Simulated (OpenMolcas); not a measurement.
# Ionisation energies of iron

| Quantity | Value |
| --- | --- |
| Program | OpenMolcas 26.06 |
| Basis | ANO-L-VTZP [6s5p3d2f1g] |
| Scalar Hamiltonian | non-relativistic, point nucleus |
| Spin-orbit coupling | state interaction with AMFI integrals over the reference wave functions, term energies averaged over their components |

Active shells in each charge state: the valence d shell, with orbitals averaged over the low states. Where CASPT2's correlated closed shells are named, they are those of the first ion.

A. CASSCF
B. SS-CASPT2, IPEA 0.25 Eh, imaginary shift 0.1 Eh (closed shells correlated: 3s 3p)
C. SS-CASPT2, IPEA 0 Eh, imaginary shift 0.1 Eh (closed shells correlated: 3s 3p)
D. SS-CASPT2, IPEA 0.25 Eh, imaginary shift 0.1 Eh (closed shells correlated: 2s 2p 3s 3p)
E. SS-CASPT2, IPEA 0.25 Eh, imaginary shift 0.1 Eh (closed shells correlated: none)

Energies in eV between the lowest computed levels, named as in B; reference values from the NIST Atomic Spectra Database with their kind.

```tsv
From	To	A	B	C	D	E	Spin-orbit share in B	Reference
Fe2+ 3d6 5D4	Fe3+ 3d5 6S 5/2	28.691	30.852	30.850	30.862	30.345	+0.053	30.651 (measured)
Fe3+ 3d5 6S 5/2	Fe4+ 3d4 5D0	54.129	55.356	55.428	55.360	55.000	-0.105	54.910 (measured)
Fe4+ 3d4 5D0	Fe5+ 3d3 4F 3/2	74.514	75.524	75.575	75.529	75.143	-0.052	75.000 (semi-empirical)
Fe5+ 3d3 4F 3/2	Fe6+ 3d2 3F2	98.656	99.325	99.374	99.323	98.984	-0.016	98.985 (measured)
Fe6+ 3d2 3F2	Fe7+ 3d 2D 3/2	125.110	125.498	125.541	125.486	125.217	+0.033	124.967 (measured)
Fe7+ 3d 2D 3/2	Fe8+ 3p6 1S0	151.731	151.798	151.843	152.044	151.731	+0.140	151.060 (measured)
```

Error against the reference values, in %:

| From | Reference | A | B | C | D | E |
| --- | --- | --- | --- | --- | --- | --- |
| Fe2+ | measured | -6.4 | +0.7 | +0.6 | +0.7 | -1.0 |
| Fe3+ | measured | -1.4 | +0.8 | +0.9 | +0.8 | +0.2 |
| Fe4+ | semi-empirical | -0.6 | +0.7 | +0.8 | +0.7 | +0.2 |
| Fe5+ | measured | -0.3 | +0.3 | +0.4 | +0.3 | 0 |
| Fe6+ | measured | +0.1 | +0.4 | +0.5 | +0.4 | +0.2 |
| Fe7+ | measured | +0.4 | +0.5 | +0.5 | +0.7 | +0.4 |

Mean absolute error over the 5 measured values: A 0.78 eV, B 0.45 eV, C 0.49 eV, D 0.50 eV, E 0.26 eV. E lies closest.

The lowest level within the active space need not be the ion's true ground level.
